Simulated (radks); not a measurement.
Values are calculated unless marked as measured or tabulated.
Problem. The mean radii <r> (bohr) of the occupied orbitals of an atom or ion are listed with their occupations. Level of theory: scalar-relativistic Kohn-Sham, LDA (Slater exchange, Perdew-Wang correlation), spin-unpolarised, spherical densities, point nucleus (a radial shooting solver on a logarithmic mesh with Libxc functionals).

| orbital | occ. | <r> |
|---|---|---|
| 1s | 2 | 0.03520 |
| 2s | 2 | 0.1539 |
| 2p | 6 | 0.1340 |
| 3s | 2 | 0.4296 |
| 3p | 6 | 0.4310 |
| 3d | 10 | 0.4151 |
| 4s | 2 | 1.086 |
| 4p | 6 | 1.193 |
| 4d | 2 | 1.518 |

Name the element and its charge.

Solution. Z = 42, molybdenum, charge +4: Mo4+ in [Kr] 4d2. The 1s radius gives Z: for a bare nucleus <r> = (2 gamma + 1)/(2Z) with gamma = sqrt(1 - (Z/c)^2), 0.03457 bohr for Z = 42, and screening makes it slightly larger (0.03520 here). The occupations add up to 38, and the charge is Z minus that.
